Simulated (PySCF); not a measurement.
C2H7ClSi, SMILES CC[SiH2]Cl, GFN2-xTB optimised geometry.

```
11

C      1.95    -0.73     0.00
C      0.42    -0.73     0.00
Si    -0.32     1.02     0.00
Cl    -2.33     0.87    -0.02
H      2.33    -1.75     0.00
H      2.33    -0.22    -0.88
H      2.33    -0.23     0.88
H      0.07    -1.29     0.87
H      0.07    -1.29    -0.87
H      0.07     1.75     1.21
H      0.09     1.75    -1.20
```

Density from CAM-B3LYP/def2-TZVP run with PySCF 2.14.0 at that geometry.

Minimum of the electron density along straight lines between bonded atoms, close to the bond critical point (lines longer than 1.1 times the sum of covalent radii, or with two minima, are not listed):

```csv
bond,length / Å,ρ at the minimum / e bohr⁻³,∇²ρ there / e bohr⁻⁵,position (fraction from the first atom)
C1–C2,1.526,0.243,-0.59,0.50
C2–Si3,1.901,0.122,0.12,0.61
Si3–Cl4,2.020,0.104,0.27,0.37
C1–H5,1.088,0.280,-0.97,0.64
C1–H6,1.087,0.281,-0.97,0.64
C1–H7,1.087,0.281,-0.97,0.64
C2–H8,1.093,0.275,-0.93,0.64
C2–H9,1.093,0.275,-0.93,0.64
Si3–H10,1.462,0.128,0.16,0.49
Si3–H11,1.462,0.128,0.16,0.49
```
